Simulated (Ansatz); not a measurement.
Ansatz (a program for electronic structure) input (PBE0/def2-TZVP):

Ansatz 0.2 input:
```yaml
crystal:
  periodic: [false, false, false]
  atoms:
    - {symbol: C, position_ang: [-1.10482799, 0.00685239, -0.02645507]}
    - {symbol: N, position_ang: [0.31271397, -0.00193952, 0.00748792]}
    - {symbol: C, position_ang: [1.47683890, -0.00915969, 0.03536285]}
    - {symbol: H, position_ang: [-1.46003960, -0.68901516, -0.78610308]}
    - {symbol: H, position_ang: [-1.49901660, -0.29209176, 0.94448251]}
    - {symbol: H, position_ang: [-1.46200701, 1.00852736, -0.26424163]}
basis:
  gaussian:
    orbitals: def2-TZVP
hamiltonian:
  xc: {name: PBE0}
relax: {f_tol: 0.003, max_steps: 100}
```

End of the output:

```
integrals: 0.02 GiB planned
647 factors; their error is unknown
mean field: 0.28 GiB planned
mean field -3608.30894001 eV, -132.6029077459 hartree, gradient 6.1e-6 eV, S^2 0.000000; 0 other end points of the search recorded, 0 dependent functions left out
the calculation of the forces begins
reference -3608.30896257 eV, -132.6029085746 hartree; 11, 11 occupied and 100, 100 virtual orbitals, 647 factors
relax step   5: F+E_penalty+E_count = -3608.30894001 eV  Δ(F+E_penalty+E_count) = -7.425e-7 eV  max|allowed force component| = 7.060e-3 eV/Å  Δτ_max = 0.0002 Å  (32 SCF iters, accepted)
these checks for a lower state are left out or cut short: starts, cluster_reference, orbital_swaps, neighbouring_geometries, increment
integrals: 0.02 GiB planned
647 factors; their error is unknown
mean field: 0.28 GiB planned
mean field -3608.30894022 eV, -132.6029077535 hartree, gradient 6.1e-6 eV, S^2 0.000000; 0 other end points of the search recorded, 0 dependent functions left out
the calculation of the forces begins
reference -3608.30896277 eV, -132.6029085823 hartree; 11, 11 occupied and 100, 100 virtual orbitals, 647 factors
relax step   6: F+E_penalty+E_count = -3608.30894022 eV  Δ(F+E_penalty+E_count) = -2.075e-7 eV  max|allowed force component| = 1.283e-4 eV/Å  Δτ_max = 0.0001 Å  (32 SCF iters, accepted)
integrals: 0.02 GiB planned
647 factors; their error is unknown
mean field: 0.28 GiB planned
mean field evaluation 64: about -3604.3559 eV, gradient 4.4e1 eV
mean field -3608.30894022 eV, -132.6029077535 hartree, gradient 6.1e-6 eV, S^2 0.000000; 1 other end points of the search recorded, 0 dependent functions left out
the calculation of the forces begins
reference -3608.30896277 eV, -132.6029085823 hartree; 11, 11 occupied and 100, 100 virtual orbitals, 647 factors
Total energy: -3608.30896277 eV, -132.6029085823 hartree
Atom 0 at    -1.100967     0.006828    -0.026362 Å, force     0.000116    -0.000001     0.000003 eV/Å
Atom 1 at     0.308220    -0.001912     0.007380 Å, force    -0.000019     0.000001    -0.000002 eV/Å
Atom 2 at     1.472047    -0.009130     0.035249 Å, force     0.000045    -0.000001     0.000002 eV/Å
Atom 3 at    -1.458226    -0.689328    -0.786385 Å, force    -0.000046    -0.000089    -0.000097 eV/Å
Atom 4 at    -1.497218    -0.292233     0.944950 Å, force    -0.000050    -0.000038     0.000124 eV/Å
Atom 5 at    -1.460194     1.008948    -0.264298 Å, force    -0.000046     0.000128    -0.000030 eV/Å
Dipole moment:    -0.809897     0.005024    -0.019394 e Å
```
